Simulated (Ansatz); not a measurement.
C2H9NSn⁺, that is SnH3(NHEt) with one electron fewer, relaxed as a doublet with UKS PBE-D4/def2-SVP in Ansatz, starting from the PBE-D4/def2-SVP geometry of the neutral singlet. Force threshold 0.02 eV/Å.

In the def2 sets Sn takes a core potential; there is no spin–orbit coupling.

Start:

```xyz
13

Sn   -0.2745    0.5189   -1.9763
H    -0.8879   -0.3512   -3.3361
H    -1.4135    1.7531   -1.5087
H     1.2605    1.2433   -2.2971
N     0.1301   -0.9324   -0.5541
C     0.7138   -0.5533    0.7278
C    -0.2090    0.1771    1.7106
H    -0.6743   -1.5589   -0.4203
H     1.1091   -1.4731    1.2212
H     1.6108    0.0753    0.5279
H    -0.5710    1.1388    1.2886
H     0.3084    0.4007    2.6675
H    -1.1025   -0.4383    1.9490
```

| step | energy (eV) | largest force component (eV/Å) | SCF passes |
| --- | --- | --- | --- |
| 1 | -9525.2850 | 2.475 | 21 |
| 2 | -9525.7747 | 1.294 | 26 |
| 3 | -9525.8280 | 0.567 | 21 |
| 4 | -9525.8426 | 0.459 | 22 |
| 5 | -9525.8550 | 0.185 | 22 |
| 6 | -9525.8629 | 0.145 | 19 |
| 7 | -9525.8674 | 0.221 | 22 |
| 8 | -9525.8707 | 0.148 | 20 |
| 9 | -9525.8770 | 0.100 | 20 |
| 10 | -9525.8798 | 0.226 | 22 |
| 11 | -9525.8833 | 0.129 | 21 |
| 12 | -9525.8865 | 0.082 | 21 |
| 13 | -9525.8878 | 0.057 | 21 |
| 14 | -9525.8886 | 0.066 | 19 |
| 15 | -9525.8890 | 0.057 | 20 |
| 16 | -9525.8896 | 0.020 | 20 |
| 17 | -9525.8897 | 0.013 | 21 |
| 18 | -9525.8898 | 0.019 | 21 |

Force components are those of the run's own axes.

End:

Cartesian coordinates in Å:
```
Sn -0.0937 0.4733 -2.4609
H -0.6514 -0.8721 -3.3573
H -1.1354 1.8336 -2.4021
H 1.5862 0.7849 -2.4056
N -0.3740 -0.2886 -0.4098
C 0.5172 -0.1626 0.6956
C -0.1396 -0.1489 2.0745
H -1.2332 -0.8249 -0.1845
H 1.2049 -1.0612 0.6307
H 1.2067 0.6945 0.5221
H -0.7739 0.7514 2.1963
H 0.6459 -0.1273 2.8541
H -0.7597 -1.0522 2.2468
```

By distances, no bond broke or formed. The bond that changes most is Sn1–N5, from 2.07 to 2.21 Å (atoms count from 1).

The force fell under the threshold at step 16, but the optimiser went on. No frequencies were taken in this run, so the end may be a saddle point.

Run time 20 s (4 threads of Arm Neoverse V2 on a shared host).
